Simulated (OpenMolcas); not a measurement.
# CH5BFNO (SMILES COB(N)F): the vertical ionisation energy from total energies

The species is CH5BFNO (10 atoms), meant as a singlet with charge 0. SMILES: `COB(N)F`. The coordinates come from a PBE0-D4/def2-TZVP relaxation. This is one conformer, not always the lowest.

```tsv
atom	x (Å)	y (Å)	z (Å)
C	-1.3335	0.2630	-0.4778
O	-0.0918	0.1113	-1.1185
B	1.0351	-0.1418	-0.4021
N	1.0891	-0.2753	0.9951
F	2.1664	-0.2694	-1.1052
H	-1.3248	1.1074	0.2208
H	-1.6193	-0.6453	0.0649
H	-2.0854	0.4573	-1.2426
H	0.2932	-0.1949	1.5994
H	1.9539	-0.4632	1.4688
```

Both states at this one shape; open shells run unrestricted unless said. 1 Eh = 27.2114 eV.

```tsv
level	program	singlet CH5BFNO (Eh)	doublet CH5BFNO+ (Eh)	HOMO of the first (eV)
M06-L/cc-pVDZ	OpenMolcas	-295.906733	-295.543039	-6.45
B3LYP/6-31G* (spherical functions)	OpenMolcas	-295.922400	-295.554445	-7.26
```

**Question.** Work out the vertical ionisation energy at each level.

**Answer.** 
1. M06-L/cc-pVDZ: -295.543039 − (-295.906733) = 0.363694 Eh = 9.90 eV; −ε(HOMO) = 6.45 eV.
2. B3LYP/6-31G* (spherical functions): -295.554445 − (-295.922400) = 0.367955 Eh = 10.01 eV; −ε(HOMO) = 7.26 eV.

No measured value is set beside it here; the levels span 9.90 to 10.01 eV. In semi-local functionals −ε(HOMO) lies far under the ionisation energy, a result of self-interaction.
